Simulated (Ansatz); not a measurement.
A nudged elastic band was laid between two geometries of AlFH$_{4}$SSi (8 atoms, charge 0, multiplicity 1).

All numbers below come from Ansatz 0.2.0, RKS PBE-D4/def2-SVP.

- movable images: 7
- climbing image: yes
- spring: 5.0 eV/Å²
- optimiser: quadratic models (default)
- start path: through a guess of the saddle point
- force threshold: 0.05 eV/Å
- iteration limit: 41
- end points: relaxed

First end point:

```xyz
8
Properties=species:S:1:pos:R:3
F -1.544 1.368 0.457
Si 0.091 1.390 0.327
S 0.914 -0.429 1.118
Al 0.044 -1.839 -0.347
H 0.414 1.572 -1.125
H 0.620 2.510 1.170
H -0.710 -1.242 -1.618
H 0.263 -3.385 -0.038
```

Last end point:

```xyz
8
Properties=species:S:1:pos:R:3
F -0.917 1.529 -1.162
Si 0.205 1.419 0.030
S 1.455 -0.296 -0.298
Al -0.076 -1.870 -0.036
H 1.092 2.624 -0.039
H -0.539 1.336 1.329
H -1.521 -1.443 0.486
H 0.392 -3.355 -0.365
```

What changes between the two ends?

No bond is made or broken. The dihedral F1–Si2–S3–Al4 goes from 65 to -65°. The two ends are copies of one structure, up to a mirror image or an exchange of like atoms.

What energy profile does the band end with?

It converged. The highest image is number 4 of 0 to 8, 0.054 eV above the ends, which have the same energy within 2 meV. A vibrational analysis at the climbing image gives one clearly imaginary mode, 61i cm⁻¹: a first-order saddle point.

```
image  path coordinate (Å)  energy (eV)  dihedral F1–Si2–S3–Al4 (°)
    0                 0.00        0.000                          65
    1                 0.56        0.008                          48
    2                 1.13        0.027                          33
    3                 1.69        0.045                          16
    4                 2.25        0.054                          -1
    5                 2.82        0.045                         -17
    6                 3.40        0.027                         -33
    7                 3.97        0.008                         -47
    8                 4.54        0.000                         -65
```

What is the geometry of the highest image?


```xyz
8
Properties=species:S:1:pos:R:3:forces:R:3
F -1.178 1.254 -0.596 -0.03 0.01 -0.02
Si 0.257 1.493 0.161 0.04 -0.04 0.03
S 1.214 -0.383 0.595 -0.01 0.01 0.00
Al -0.171 -1.936 -0.153 0.02 0.01 -0.01
H 1.134 2.300 -0.746 0.00 0.00 -0.01
H -0.014 2.218 1.444 -0.01 0.01 0.01
H -1.539 -1.603 -0.887 -0.01 0.00 0.00
H 0.390 -3.399 0.126 0.00 -0.01 0.00
```

What are the harmonic wavenumbers there?

61i, 114, 145, 241, 441, 486, 522, 554, 592, 688, 737, 834, 889, 938, 1906, 1932, 2190, 2201 cm⁻¹.

The run took 13 min on 1 thread of Intel(R) Xeon(R) Processor @ 2.50GHz (Skylake/Cascade Lake), with other jobs on the host, peak memory 0.14 GiB.
